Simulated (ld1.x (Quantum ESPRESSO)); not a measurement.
**Logarithmic derivatives: manganese, TM**

```json
{"Element": "manganese (Mn)", "Generator": "ld1.x (Quantum ESPRESSO) 7.5", "Type": "norm-conserving Troullier–Martins (Kleinman–Bylander form)", "Functional": "PBEsol", "Relativity": "scalar-relativistic", "Frozen core": "[Ar]", "Valence charge": "7", "Reference configuration": "3d5 4s1 4p0 (charge +1)", "Partial waves": "4s (bound): rc 2.15 bohr; 4p (bound, empty): rc 2.00 bohr; 3d (bound): rc 1.25 bohr", "Local potential": "all-electron potential smoothed inside 1.20 bohr (lloc = -1)", "Core correction": "none"}
```

The phase is arctan(r·u′/u) with u = r·R(r), unwrapped; energies in Ry, scanned from -3 to 5 Ry. A pole is an energy at which the radial function vanishes at the test radius. The pseudo phase is shifted by a multiple of π to meet the all-electron one at the reference energy, and phase errors are pseudo minus all-electron; the curves can meet again beyond the range given. Levels narrower than the energy grid can be missing from the lists of poles. n/a: not evaluated, since a narrow level or a reset projector energy made the automatic matching unsafe.

| channel | radius (bohr) | reference energy (Ry) | poles, all-electron | poles, pseudo | unbroken range about the reference energy with phases within 0.05 rad | phase error 1 Ry above the reference energy (rad) |
| --- | --- | --- | --- | --- | --- | --- |
| s | 2.34 | -0.87 | 2.13 | 1.80 | below 2.5 | -0.011 |
| p | 2.34 | -0.53 | 3.24 | 3.99 | n/a | n/a |
| d | 2.34 | -1.10 | -0.86, 4.96 | -0.86 | below 1.5 | +0.002 |

Note: ghost states, extra bound levels that the all-electron valence spectrum of the same l lacks: s at -97.7 eV, p at -5.0 eV. A true bound ghost makes a file unfit for plane-wave use.

Phases in the d channel:

```json
{"E (Ry)": "-3.00", "all-electron": "1.296", "pseudo": "1.297"}
{"E (Ry)": "-2.52", "all-electron": "1.259", "pseudo": "1.259"}
{"E (Ry)": "-2.04", "all-electron": "1.191", "pseudo": "1.191"}
{"E (Ry)": "-1.56", "all-electron": "0.989", "pseudo": "0.990"}
{"E (Ry)": "-1.08", "all-electron": "-1.151", "pseudo": "-1.151"}
{"E (Ry)": "-0.60", "all-electron": "-1.722", "pseudo": "-1.721"}
{"E (Ry)": "-0.12", "all-electron": "-1.862", "pseudo": "-1.860"}
{"E (Ry)": "0.36", "all-electron": "-1.990", "pseudo": "-1.986"}
{"E (Ry)": "0.84", "all-electron": "-2.190", "pseudo": "-2.179"}
{"E (Ry)": "1.32", "all-electron": "-2.615", "pseudo": "-2.582"}
{"E (Ry)": "1.80", "all-electron": "-3.461", "pseudo": "-3.397"}
{"E (Ry)": "2.28", "all-electron": "-4.101", "pseudo": "-4.062"}
{"E (Ry)": "2.76", "all-electron": "-4.375", "pseudo": "-4.352"}
{"E (Ry)": "3.24", "all-electron": "-4.511", "pseudo": "-4.495"}
{"E (Ry)": "3.72", "all-electron": "-4.592", "pseudo": "-4.579"}
{"E (Ry)": "4.20", "all-electron": "-4.648", "pseudo": "-4.636"}
{"E (Ry)": "4.68", "all-electron": "-4.691", "pseudo": "-4.678"}
```
